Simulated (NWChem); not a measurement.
System: Si₂H₄OClF; SMILES O[Si@@H](F)[SiH2]Cl

Input file for NWChem:

```
start job
memory heap 200 mb stack 900 mb global 1100 mb
geometry units angstroms noautoz
  O      1.344948     1.523834    -0.682077
  Si     0.074982     1.235660     0.332601
  F     -1.057723     2.394024     0.158348
  Si    -0.861474    -0.799542    -0.336991
  Cl     0.481109    -2.293089     0.203342
  H      1.973759     2.212867    -0.445814
  H      0.492322     1.281099     1.763216
  H     -2.154962    -1.057972     0.359138
  H     -1.076803    -0.848876    -1.811058
end
basis spherical
  O library def2-svp
  Si library def2-svp
  F library def2-svp
  Cl library def2-svp
  H library def2-svp
end
dft
  xc xpbe96 cpbe96
  iterations 150
  mulliken
end
task dft energy
```

Parts of the log:

```
             Northwest Computational Chemistry Package (NWChem) 7.3.0
             --------------------------------------------------------

 C1  symmetry detected

                             Geometry "geometry" -> ""
                             -------------------------

 Output coordinates in angstroms (scale by  1.889725989 to convert to a.u.)

  No.       Tag          Charge          X              Y              Z
 ---- ---------------- ---------- -------------- -------------- --------------
    1 O                    8.0000     1.53307953     1.38493251    -0.54567270
    2 Si                  14.0000     0.17438236     1.18320845     0.37012134
    3 F                    9.0000    -0.85293730     2.42558190     0.13281478
    4 Si                  14.0000    -0.85989085    -0.76845531    -0.39710610
    5 Cl                  17.0000     0.32438287    -2.36463655     0.21516241
    6 H                    1.0000     2.19260201     2.02202392    -0.25389436
    7 H                    1.0000     0.48825141     1.18236103     1.82764738
    8 H                    1.0000    -2.21647544    -0.93549027     0.19977784
    9 H                    1.0000    -0.96996857    -0.78631439    -1.88345663

 Effective nuclear repulsion energy (a.u.)     356.9253860000

  pbe96 is a nonlocal functional; adding pw91lda local functional.

                                 NWChem DFT Module
                                 -----------------

 Summary of "ao basis" -> "ao basis" (spherical)
 ------------------------------------------------------------------------------
       Tag                 Description            Shells   Functions and Types
 ---------------- ------------------------------  ------  ---------------------
 O                          def2-svp                 6       14   3s2p1d
 Si                         def2-svp                 8       18   4s3p1d
 F                          def2-svp                 6       14   3s2p1d
 Cl                         def2-svp                 8       18   4s3p1d
 H                          def2-svp                 3        5   2s1p

            General Information
            -------------------
          SCF calculation type: DFT
          Wavefunction type:  closed shell.
          No. of atoms     :     9
          No. of electrons :    66
           Alpha electrons :    33
            Beta electrons :    33
          Charge           :     0
          Spin multiplicity:     1
          Use of symmetry is: off; symmetry adaption is: off
          Maximum number of iterations: 150
          AO basis - number of functions:   102
                     number of shells:    48
          Convergence on energy requested:  1.00D-06
          Convergence on density requested:  1.00D-05
          Convergence on gradient requested:  5.00D-04

              XC Information
              --------------
          PerdewBurkeErnzerhof Exchange Functional  1.000
            Perdew 1991 LDA Correlation Functional  1.000 local
           PerdewBurkeErnz. Correlation Functional  1.000 non-local

             Grid Information
             ----------------
          Grid used for XC integration:  medium
          Radial quadrature: Mura-Knowles
          Angular quadrature: Lebedev.
          Tag              B.-S. Rad. Rad. Pts. Rad. Cut. Ang. Pts.
          ---              ---------- --------- --------- ---------
          O                   0.60       49          11.0       434
          Si                  1.10       88          11.0       590
          F                   0.50       49          12.0       434
          Cl                  1.00       88          12.0       590
          H                   0.35       45          13.0       434
          Grid pruning is: on
          Number of quadrature shells:   542
          Spatial weights used:  Erf1

      Superposition of Atomic Density Guess
      -------------------------------------

 Sum of atomic energies:       -1212.78138914

      Non-variational initial energy
      ------------------------------

 Total energy =   -1213.986319
 1-e energy   =   -2391.565727
 2-e energy   =     820.654022
 HOMO         =      -0.303046
 LUMO         =       0.022969

     ---------------------------------------------
      Total Density - Mulliken Population Analysis
     ---------------------------------------------

    Atom       Charge   Shell Charges
 -----------   ------   -------------------------------------------------------
    1 O    8     8.76   1.99  1.10  0.63  3.09  1.94  0.00
    2 Si  14    12.87   2.00  1.99  0.94  0.20  5.93  0.90  0.64  0.26
    3 F    9     9.58   1.99  1.15  0.78  3.52  2.14  0.00
    4 Si  14    13.45   2.00  1.99  1.01  0.24  5.94  1.04  1.09  0.14
    5 Cl  17    17.42   2.00  1.99  1.22  0.72  5.94  2.16  3.37  0.01
    6 H    1     0.65   0.52  0.07  0.06
    7 H    1     1.11   0.70  0.40  0.01
    8 H    1     1.07   0.70  0.37  0.01
    9 H    1     1.08   0.70  0.37  0.01

   convergence    iter        energy       DeltaE   RMS-Dens  Diis-err
 ---------------- ----- ----------------- --------- --------- ---------
 d= 0,ls=0.0,diis     1  -1215.5420587968 -1.57D+03  2.12D-02  1.08D+00
 d= 0,ls=0.0,diis     2  -1215.2780067697  2.64D-01  1.34D-02  3.80D+00
 d= 0,ls=0.0,diis     3  -1215.6586386047 -3.81D-01  2.09D-03  5.25D-02
 d= 0,ls=0.0,diis     4  -1215.6618602916 -3.22D-03  1.22D-03  1.10D-02
 d= 0,ls=0.0,diis     5  -1215.6633825725 -1.52D-03  3.19D-04  9.41D-04
  Resetting Diis
 d= 0,ls=0.0,diis     6  -1215.6635164327 -1.34D-04  5.34D-05  1.71D-05
 d= 0,ls=0.0,diis     7  -1215.6635186614 -2.23D-06  2.87D-05  2.07D-06
 d= 0,ls=0.0,diis     8  -1215.6635184368  2.25D-07  1.60D-05  4.48D-06
 d= 0,ls=0.0,diis     9  -1215.6635189231 -4.86D-07  3.26D-06  2.20D-07

         Total DFT energy =    -1215.663518923062
      One electron energy =    -2394.495172981738
           Coulomb energy =      911.941499008450
    Exchange-Corr. energy =      -90.035230949755
 Nuclear repulsion energy =      356.925385999980

 Numeric. integr. density =       66.000004510292

                       DFT Final Molecular Orbital Analysis
                       ------------------------------------

 Vector   31  Occ=2.000000D+00  E=-2.920448D-01
              MO Center=  1.0D+00,  9.2D-01, -7.1D-02, r^2= 3.6D+00
   Bfn.  Coefficient  Atom+Function         Bfn.  Coefficient  Atom+Function
  ----- ------------  ---------------      ----- ------------  ---------------
     6      0.398612  1 O  pz                 9      0.282732  1 O  pz
     5     -0.279650  1 O  py                 8     -0.204876  1 O  py
    88     -0.197044  7 H  s                 89     -0.191121  7 H  s
     4      0.161158  1 O  px                75      0.157306  5 Cl px
    36     -0.127192  3 F  px                72      0.123235  5 Cl px

 Vector   32  Occ=2.000000D+00  E=-2.732955D-01
              MO Center= -1.3D-01, -1.9D+00, -4.0D-02, r^2= 2.7D+00
   Bfn.  Coefficient  Atom+Function         Bfn.  Coefficient  Atom+Function
  ----- ------------  ---------------      ----- ------------  ---------------
    77      0.490402  5 Cl pz                74      0.361801  5 Cl pz
    75     -0.297177  5 Cl px                72     -0.219912  5 Cl px
    71      0.210818  5 Cl pz                98      0.190425  9 H  s
    93     -0.186641  8 H  s                 94     -0.163256  8 H  s
    99      0.162547  9 H  s                 69     -0.128079  5 Cl px

 Vector   33  Occ=2.000000D+00  E=-2.504852D-01
              MO Center= -1.3D-01, -4.4D-01,  1.4D-01, r^2= 4.6D+00
   Bfn.  Coefficient  Atom+Function         Bfn.  Coefficient  Atom+Function
  ----- ------------  ---------------      ----- ------------  ---------------
    76      0.311453  5 Cl py                75      0.223433  5 Cl px
    73      0.214394  5 Cl py                17     -0.194287  2 Si s
    88      0.188363  7 H  s                 55     -0.181649  4 Si py
    23      0.174261  2 Si py                72      0.159809  5 Cl px
    37      0.152329  3 F  py                89      0.150872  7 H  s

 Vector   34  Occ=0.000000D+00  E=-5.066288D-02
              MO Center= -5.2D-01, -2.5D-01, -1.5D-01, r^2= 4.1D+00
   Bfn.  Coefficient  Atom+Function         Bfn.  Coefficient  Atom+Function
  ----- ------------  ---------------      ----- ------------  ---------------
    58      0.664389  4 Si py                57     -0.395399  4 Si px
    68      0.375809  5 Cl s                 26      0.365907  2 Si py
    76      0.366139  5 Cl py                59     -0.273530  4 Si pz
    75     -0.236178  5 Cl px                99     -0.200298  9 H  s
    55      0.191985  4 Si py                49     -0.187984  4 Si s

 Vector   35  Occ=0.000000D+00  E=-3.008526D-02
              MO Center=  1.2D-01,  5.7D-01, -2.5D-02, r^2= 5.1D+00
   Bfn.  Coefficient  Atom+Function         Bfn.  Coefficient  Atom+Function
  ----- ------------  ---------------      ----- ------------  ---------------
    99      0.568175  9 H  s                 59      0.563637  4 Si pz
     3      0.544026  1 O  s                 94     -0.473150  8 H  s
    25     -0.405699  2 Si px                84     -0.397873  6 H  s
    57     -0.378321  4 Si px                27      0.315076  2 Si pz
    50     -0.213302  4 Si s                 89     -0.214031  7 H  s

 Vector   36  Occ=0.000000D+00  E= 1.571764D-02
              MO Center=  5.5D-02,  2.0D-01, -3.9D-02, r^2= 5.9D+00
   Bfn.  Coefficient  Atom+Function         Bfn.  Coefficient  Atom+Function
  ----- ------------  ---------------      ----- ------------  ---------------
    18      1.190796  2 Si s                 50     -0.919747  4 Si s
    49     -0.716031  4 Si s                 89     -0.625085  7 H  s
    26     -0.573122  2 Si py                58     -0.554907  4 Si py
    84      0.483729  6 H  s                 99      0.468092  9 H  s
     3     -0.447773  1 O  s                 17      0.444038  2 Si s

[...]
```

Level: PBE/def2-SVP. Geometry: optimised at PBE0/def2-SVP.
